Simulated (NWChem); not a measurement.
Species: C2H4OSe; SMILES C[Se]C=O

```xyz
8

C     -1.5774     0.5907     0.0000
Se     0.3598     0.6127     0.0000
C      0.5963    -1.2880     0.0000
O     -0.2816    -2.1008     0.0000
H     -1.9531     1.0910     0.9009
H     -1.9531     1.0910    -0.9009
H     -1.8694    -0.4702     0.0000
H      1.6802    -1.5520     0.0000
```
Atoms are numbered in this order, from 1.

Program: NWChem. Pople sets run with spherical d functions. The geometry was optimised at PBE0/def2-SVP. B3LYP is NWChem's, with the RPA form of VWN correlation.

For level LC-wPBE (HJS exchange hole, range parameter 0.4 per bohr)/6-31G*:

```
Item                         Value
---------------------------  -----
highest occupied level (eV)  -9.54
orbital gap (eV)             11.39
dipole (D)                    1.06
```

Estimate the same quantities for level B3LYP/6-31G*.


| Property | Value |
|---|---|
| highest occupied level (eV) | -6.69 |
| orbital gap (eV) | 5.95 |
| dipole (D) | 1.19 |
